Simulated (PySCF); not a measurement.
## A ladder of Hamiltonians for Ga²⁷⁺ (gallium, charge +27)

Occupied: 1s1/2, 2s1/2. Hartree-Fock calculated with PySCF 2.14 in an uncontracted even-tempered set (19 s from 2.9 bohr⁻², ratio 2.3; 13 p from 3.5 bohr⁻², ratio 2.3), Gaussian nucleus throughout. NR is non-relativistic, sf-X2C the spin-free one-electron X2C Hamiltonian, X2C adds the bare one-electron spin-orbit term, X2C-SNSO screens it by Boettger's factors, DC is four-component Dirac-Coulomb, and the Gaunt and Breit terms are added at first order (total energies over the DC spinors, levels after relaxing the spinors in that mean field). QED terms are absent. Levels marked empty are virtual spinors of this ion.

| level (eV) | NR | sf-X2C | X2C | X2C-SNSO |
| --- | --- | --- | --- | --- |
| 1s1/2 | -12232.7 | -12381.7 | -12381.7 | -12381.7 |
| 2s1/2 | -2819.0 | -2862.4 | -2862.4 | -2862.4 |
| 2p1/2 (empty) | -2648.9 | -2664.3 | -2688.2 | -2686.6 |
| 2p3/2 (empty) | -2648.9 | -2664.3 | -2652.9 | -2653.7 |
| 3s1/2 (empty) | -1166.4 | -1180.4 | -1180.4 | -1180.4 |

Where do the four-component calculations put these levels?

1s1/2: DC -12387.3, DC+Gaunt -12375.9, DC+Breit -12376.0; 2s1/2: DC -2863.0, DC+Gaunt -2861.7, DC+Breit -2861.9; 2p1/2 (empty): DC -2687.0, DC+Gaunt -2684.8, DC+Breit -2685.1; 2p3/2 (empty): DC -2653.7, DC+Gaunt -2652.5, DC+Breit -2652.8; 3s1/2 (empty): DC -1180.5, DC+Gaunt -1180.2, DC+Breit -1180.2 (eV).

```csv
Hamiltonian,E (hartree),E − E(DC) (hartree),CPU seconds
NR,-1153.3498,15.5610,0.42
sf-X2C,-1168.6811,0.2297,0.25
X2C,-1168.6811,0.2297,0.25
X2C-SNSO,-1168.6811,0.2297,0.25
DC,-1168.9108,0.0000,4.9
DC+Gaunt,-1168.4352,0.4756,8.4
DC+Breit,-1168.4442,0.4666,69
```

Weight of the small component: 1s1/2 0.0127, 2s1/2 0.00288, 2p1/2 0.00280, 2p3/2 0.00276, 3s1/2 0.00117.

Koopmans' value for the highest occupied level at DC+Breit: 2861.9 eV, against an ionisation energy of 2868 ± 3 eV (semi-empirical (NIST evaluation); NIST Atomic Spectra Database, ionization energies); the former lacks relaxation, correlation, QED and recoil.

The whole ladder took 86 s of wall time on 1 thread of Neoverse-N1 (shared host), launched as `OMP_NUM_THREADS=1 python relrun2.py TASK.json OUT` (a driver that calls PySCF for each Hamiltonian).
